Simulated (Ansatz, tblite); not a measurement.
Cost and result up the ladder for AlH₂I (4 atoms). Charge 0, multiplicity 1. Geometry: PBE-D4/def2-TZVP.

```xyz
4

Al    0.049   -0.079   -0.235
H    -0.186   -1.615   -0.561
H     0.570    0.992   -1.283
I    -0.434    0.702    2.079
```

Ansatz on 4 threads of Arm Neoverse V2 on a shared host; xTB runs through tblite on one thread. Times are rough, summed over both states, and most runs start from the orbitals of an earlier one. CCSD(T)/def2-TZVPP serves as the yardstick here, not as an exact answer. The other state is a doublet.

In the def2 sets I takes a core potential; there is no spin–orbit coupling. The xTB rows come from tblite. Correlated methods freeze 9 core orbitals; core or outer-core shells of I are correlated, in sets that lack core-valence functions.

Correlated methods converge slowly with the basis.

Raw xTB energies of ions are shifted by several eV.

| level | functions | wall time | vertical IE (eV) | difference from CCSD(T)/def2-TZVPP (eV) |
| --- | --- | --- | --- | --- |
| GFN1-xTB | 22 | 0.004 s | 15.10 | 5.19 |
| GFN2-xTB | 20 | 0.005 s | 14.96 | 5.05 |
| PBE-D4/def2-TZVP | 99 | 1.4 s | 9.58 | -0.33 |
| PBE0-D4/def2-TZVP | 99 | 2.4 s | 9.82 | -0.09 |
| r2SCAN-D4/def2-TZVP | 99 | 3.6 s | 9.73 | -0.18 |
| CCSD(T)/def2-TZVPP | 120 | 10 s | 9.91 | 0.00 |
